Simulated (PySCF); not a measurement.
Orbital gap (eV) of eight silicon and germanium compounds: PBE beside r2SCAN, computed with PySCF for isolated molecules in the bases named; differences from unrounded values. The eight are the first of their class met in an unordered collection, after screening for sound electronic states; none was chosen by its value. Each molecule has one DFT geometry for both levels.

| molecule | basis | r2SCAN | PBE | difference |
|---|---|---|---|---|
| ethenoxy(methyl)silane (C3H8OSi), SMILES C=CO[SiH2]C | def2-TZVP | 5.72 | 5.25 | -0.47 |
| 1-hydroxysiletane (C3H8OSi), SMILES O[SiH]1CCC1 | def2-TZVP | 6.92 | 6.08 | -0.84 |
| CH5F2NOSi, SMILES O[Si](F)(F)CN | def2-TZVP | 6.04 | 5.08 | -0.97 |
| ethyl(silyl)silane (C₂H₁₀Si₂), SMILES CC[SiH2][SiH3] | def2-TZVP | 6.70 | 6.15 | -0.55 |
| C2H6ClFSi2, SMILES C=C([Si@H]([SiH3])Cl)F | def2-TZVP | 5.36 | 4.96 | -0.40 |
| C₃H₁₀OSi₂, SMILES C[Si@H]1OC[SiH2]C1 | def2-TZVP | 6.43 | 5.74 | -0.69 |
| Ge(F)3(SiH3) (F₃GeH₃Si), SMILES [F][Ge]([F])([F])[SiH3] | def2-TZVP | 7.25 | 6.51 | -0.73 |
| C2H4N2OSi, SMILES O[SiH]1N=CC=N1 | def2-TZVP | 3.15 | 2.77 | -0.38 |

PBE lies below r2SCAN in 8 and above it in 0 of the eight; the mean signed difference is -0.63 and the largest -0.97 eV.
